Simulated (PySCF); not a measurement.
**Basis-set dependence of CsNa at PBE0**

PySCF, UKS reference; singlet, unpaired electrons none; De to Cs + Na without counterpoise correction.

```tsv
basis	relativity	functions	Re (Å)	ωe (cm⁻¹)	De (eV)	μ (D)
def2-SVP	scalar-relativistic core potentials	39	3.934	95.5	0.57	-4.52
def2-SVPD	scalar-relativistic core potentials	45	3.934	95.4	0.57	-4.56
x2c-TZVPall	spin-free X2C	101	3.900	98.3	0.59	-4.90
```

(1) How does each smaller set differ from the one with most functions, x2c-TZVPall?

A positive dipole means Cs(−)Na(+). Closed-shell solutions of metal pairs were not tested for spin polarisation, which can lower them a little. Spin–orbit coupling is left out.

## Answers

(1) def2-SVP: +3.4 pm, -2.8 % in ωe, -0.02 eV in De; def2-SVPD: +3.4 pm, -3.0 % in ωe, -0.02 eV in De. All at PBE0; the set with most functions is neither the basis-set limit nor always the best. The rows treat relativity differently, so the differences are not basis effects alone.
